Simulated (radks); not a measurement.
Values are calculated unless marked as measured or tabulated.
Q: The mean radii <r> (bohr) of the occupied orbitals of an atom or ion are listed with their occupations. Code: a radial shooting solver on a logarithmic mesh with Libxc functionals. Model: non-relativistic Kohn-Sham, SCAN, spin-polarised, spherical densities, point nucleus; meta-GGA in the generalised Kohn-Sham scheme.

| orbital | occ. | <r> |
|---|---|---|
| 1s up | 1 | 0.03106 |
| 1s down | 1 | 0.03106 |
| 2s up | 1 | 0.1342 |
| 2s down | 1 | 0.1341 |
| 2p up | 3 | 0.1146 |
| 2p down | 3 | 0.1146 |
| 3s up | 1 | 0.3582 |
| 3s down | 1 | 0.3581 |
| 3p up | 3 | 0.3494 |
| 3p down | 3 | 0.3493 |
| 3d up | 5 | 0.3199 |
| 3d down | 5 | 0.3197 |
| 4s up | 1 | 0.7907 |
| 4s down | 1 | 0.7923 |
| 4p up | 3 | 0.8101 |
| 4p down | 1 | 0.8117 |

Name the element and its charge. Open shells, if any, are filled with parallel spins first.

A: Z = 49, indium, charge +15: In15+ in [Ar] 3d10 4s2 4p4. The 1s radius gives Z: for a bare nucleus <r> = 1.5/Z, 0.03061 bohr for Z = 49, and screening makes it slightly larger (0.03106 here). The occupations add up to 34, and the charge is Z minus that.
